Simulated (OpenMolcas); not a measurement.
**Predicting a hybrid from its neighbours: GaHClOF**

GaHClOF: 5 atoms, total charge 0, spin state singlet. As SMILES, `[OH][Ga]([F])[Cl]`. The shape is that of a PBE0-D4/def2-TZVP optimisation. This is one conformer, not always the lowest.

The HOMO–LUMO gap y, in eV, basis def2-SVPD; a is the functional's share of exact exchange. Programs: OpenMolcas 26.06.

```
functional     program     a  y (eV)
    r2SCAN  OpenMolcas     0    6.12
      TPSS  OpenMolcas     0    5.63
     B3LYP  OpenMolcas   0.2       ?
      PBE0  OpenMolcas  0.25    7.89
     BHLYP  OpenMolcas   0.5    9.99
```

Q: Fit y = c + s·a to the known rows and predict B3LYP.

A: 
1. Means of the 4 rows: a = 0.1875, y = 7.407.
2. Σ(Δa)² = 0.17188, Σ(Δa·Δy) = 1.4119, so the slope is 1.4119/0.17188 = 8.2145.
3. Intercept: 7.407 − (8.2145) × 0.1875 = 5.867. The largest residual of the fit is 0.25.
4. B3LYP: 5.867 + (8.2145) × 0.2 = 7.51 eV.

The run gave 7.23 eV, so the prediction is off by +0.28 eV, about the largest residual. Exact exchange lowers occupied levels and raises empty ones. The rows mix families of semi-local functionals, which the line can't see.
